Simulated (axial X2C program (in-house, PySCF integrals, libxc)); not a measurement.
## TiOH: properties at the nuclei

Calculated with an in-house all-electron X2C program for linear molecules (integrals from PySCF): two-component X2C with atomic mean-field Coulomb and Gaunt terms, Gaussian nuclei, basis Ti dyall-v3z, O dyall-av3z, H dyall-v3z with contracted cores.

Ti–O–H held linear, with bonds 1.789 and 0.951 Å (near the PBE0 minimum at charge 0 of the determinant lowest at the starting distance; the state shown can have its own minimum elsewhere, held linear; other orders of the atoms were not compared).

Input and command:
```json
{"zs": [22, 8, 1], "q": 0, "bas": ["dyall-v3z", "dyall-av3z", "dyall-v3z"], "r0": [1.99, 0.96], "symm": 0, "scan": ["PBE0", "HF", "TPSSh"], "levels": ["PBE0", "HF", "PBE"], "nst": 2}
```
```bash
python solin.py task.json out
```

Keys: zs atomic numbers; q charge; bas basis sets; r0 starting distance in Å; symm equal bonds; scan levels of the two-bond scan; levels methods; nst determinants followed.

Determinant lowest in the PBE0 search, Ω = 3/2 (⟨Sz⟩ = 1.50, ⟨Lz⟩ = 0.00 at PBE0), spin on the atoms Ti 1.51, O -0.01, H 0.00:

| level | Eeff magnitude (GV/cm) | Ws magnitude Ti (kHz) | A∥/gI Ti (MHz) | qzz Ti (a.u.) | A∥/gI O (MHz) | qzz O (a.u.) | A∥/gI H (MHz) | qzz H (a.u.) | μ (D) |
| --- | --- | --- | --- | --- | --- | --- | --- | --- | --- |
| PBE0 | 0.358 | 0.089 | 376 | 0.65 | -1.57 | 1.25 | -0.0255 | 0.52 | -0.74 |
| HF | 0.535 | 0.135 | 254 | 0.41 | -0.39 | 1.28 | 0.229 | 0.52 | 0.09 |
| PBE | 0.285 | 0.0707 | 379 | 0.69 | -1.48 | 1.21 | -0.0285 | 0.52 | -0.68 |

Determinant 0.23 eV from it at PBE0 and this distance, Ω = 3/2 (⟨Sz⟩ = -1.50, ⟨Lz⟩ = 3.00 at PBE0), spin on the atoms Ti -1.48, O -0.02, H 0.00:

| level | Eeff magnitude (GV/cm) | Ws magnitude Ti (kHz) | A∥/gI Ti (MHz) | qzz Ti (a.u.) | A∥/gI O (MHz) | qzz O (a.u.) | A∥/gI H (MHz) | qzz H (a.u.) | μ (D) |
| --- | --- | --- | --- | --- | --- | --- | --- | --- | --- |
| PBE0 | 0.299 | 0.0821 | -108 | -0.71 | 24 | 1.29 | 2.11 | 0.52 | -0.22 |
| HF | 0.433 | 0.117 | 10.6 | -1.01 | 11.3 | 1.31 | 1.71 | 0.52 | 0.13 |
| PBE | 0.222 | 0.0626 | -119 | -0.64 | 30.4 | 1.25 | 2.25 | 0.52 | 0.05 |

Eeff is the effective electric field on the electron electric dipole moment in this Ω state and Ws the scalar–pseudoscalar constant of the nucleus named (defined with the proton number Z and per Ω); A∥ (defined per Ω) follows by multiplying with gI = μI/(I μN); qzz is the electric field gradient, eQq0 = 234.96 MHz × Q/barn × qzz; μ is positive if the H end (last atom) is positive. The operators were transformed with the bare-nucleus X2C matrices; with these basis sets, hyperfine constants and field gradients can be off by tens of per cent, and where levels differ in sign neither size nor sign is settled.

(1) With gI(47Ti) = -0.3154, Q(47Ti) = 0.302 barn, Q(17O) = -0.02558 barn (g factors from the IAEA table of nuclear moments by Stone; Q from Pyykkö, Mol. Phys. 2018), turn the PBE0 values of the first state into constants in MHz.

The molecule was held linear; bending was not examined, so a bent shape may lie lower.

Each state is one determinant with collinear spin, which with several unpaired electrons need not be a pure state. Unrestricted Hartree–Fock can overshoot spin polarisation at the nuclei. This is the top spin component of a Σ state; components of lower Ω are not single determinants and can lie lower. With several open shells hyperfine constants can be off by a factor of several. At HF a later determinant lies lower. States lie within half an eV, so the first need not be the ground state. Where a field gradient or hyperfine factor spreads by more than a factor of two over the levels, a constant derived from it is not to be relied on. PBE0 term energies can be off by some tenths of an eV.

Answers

(1) A∥(47Ti) = 376 × -0.3154 = -119 MHz; eQq0(47Ti) = 234.96 × (0.302) × (0.65) = 46.1 MHz; eQq0(17O) = 234.96 × (-0.02558) × (1.25) = -7.51 MHz.
